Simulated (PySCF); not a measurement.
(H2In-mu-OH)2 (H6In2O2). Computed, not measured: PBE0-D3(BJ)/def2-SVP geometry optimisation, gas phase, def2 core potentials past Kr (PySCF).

```
atom  x, y, z in Å
In1    1.6840   -0.2045    0.0822
H2     2.1822   -1.7595    0.6020
H3     2.4842    1.2482   -0.3941
O4     0.0010    0.3680    1.3431
In5   -1.6626   -0.1552    0.0369
H6    -2.2271   -1.6913    0.5461
H7    -2.4144    1.3152   -0.4652
O8     0.0234   -0.5145   -1.2929
H9     0.0128    1.2867    1.6337
H10    0.0411    0.0302   -2.0875
```

Q: Work out the bond lengths In1–H3, In1–O8, O4–In5, O4–H9, In5–H6, In5–H7, In5–O8, O8–H10 in bohr.

A: For In1–H3 the difference vector is (0.8002, 1.4527, -0.4763) Å, of length 1.7255 Å. 1 bohr = 0.529177 Å. In1–H3 3.261; In1–O8 4.116; O4–In5 4.117; O4–H9 1.821; In5–H6 3.239; In5–H7 3.262; In5–O8 4.114; O8–H10 1.821 bohr.

Q: How far are the heavy atoms from their best plane (unweighted least squares)?

A: 0.056 Å rms; In1 0.06, O4 0.06, In5 0.06, O8 0.06 Å (magnitudes).

Q: How far apart are these pairs, which share no bond: H2···O8, H2···H9, H6···H7, O8···H9?

A: H2···O8 3.131 Å (2 bonds apart); H2···H9 3.879 Å (3 bonds apart); H6···H7 3.178 Å (2 bonds apart); O8···H9 3.436 Å (3 bonds apart).

Q: What are the angles H2–In1–O4, In1–O4–In5, In1–O4–H9, O4–In5–O8, O4–In5–H6?

A: From the scalar product of the two bond vectors; for H2–In1–O4 it is -1.0733 Å² over 1.7136 × 2.1795 Å², cos θ = -0.2874. H2–In1–O4 106.7°; In1–O4–In5 100.4°; In1–O4–H9 114.5°; O4–In5–O8 79.3°; O4–In5–H6 106.8°.

Q: Where is the centre of mass (commonest isotopes), and what is the radius of gyration?

A: Mass 267.845 u; centre at (0.011, -0.161, 0.053) Å; Rg = √(Σ m r²/M) = 1.670 Å. As Ia + Ib + Ic = 2 Σ m r², the three principal moments sum to 1494.4 u·Å².

The point group is C2v within 0.08 Å; differences among equivalent distances and angles are scatter left by the optimiser. Whether it is a minimum is left open (no frequencies). The numbers are those of one conformer.
